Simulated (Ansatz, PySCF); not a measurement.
The pair A = HF (SMILES F) (first 2 atoms), B = PH3 (SMILES P); geometry from B3LYP-D3(BJ)/def2-TZVP.
(charge 0, multiplicity 1):
```xyz
6

F     -1.444    -0.229    -0.244
H     -0.946    -0.051     0.533
P      0.264     0.386     2.427
H     -0.053    -0.232     3.658
H      1.650     0.114     2.490
H      0.357     1.695     2.950
```

Correlated levels freeze the cores. CBS: X⁻³ extrapolation of the correlation energy, Hartree–Fock from the larger set. MP2 and its Hartree–Fock in aug-cc-pV(Q+d)Z are density fitted.

The values were computed with Ansatz (Gaussian basis) for Hartree–Fock, density functionals and correlated methods; PySCF for the dispersion terms. 

The monomers are drawn apart, rigid, along the line of their centres of mass. Counterpoise-corrected interaction energies (kcal/mol):

| level | R = 4.163 Å | R = 5.079 Å |
|---|---|---|
| PBE/def2-TZVPPD | -2.9171 | -1.1179 |
| PBE-D3(BJ)/def2-TZVPPD | -3.1830 | -1.2175 |
| wB97M-V/def2-TZVPPD | -2.7427 | -1.0972 |
| MP2/CBS(aug-cc-pV(T+d)Z, aug-cc-pV(Q+d)Z) + ΔCCSD(T)/aug-cc-pV(T+d)Z | -2.7560 | -1.1112 |

Task: R is the distance of the centres of mass. Find the local exponent m of E ∝ R⁻ᵐ between the two points.

Result: 
m = ln(E₁/E₂)/ln(R₂/R₁): PBE/def2-TZVPPD 4.8; PBE-D3(BJ)/def2-TZVPPD 4.8; wB97M-V/def2-TZVPPD 4.6; MP2/CBS(aug-cc-pV(T+d)Z, aug-cc-pV(Q+d)Z) + ΔCCSD(T)/aug-cc-pV(T+d)Z 4.6. For scale, two fixed dipoles give m = 3, dipole and quadrupole 4, quadrupoles 5, and dispersion or dipole-induced dipole 6 at long range; at these distances several terms mix, and what is left of overlap and damping shifts m, so it need not match one of them.

Ansatz is a quantum-chemistry and plane-wave program.
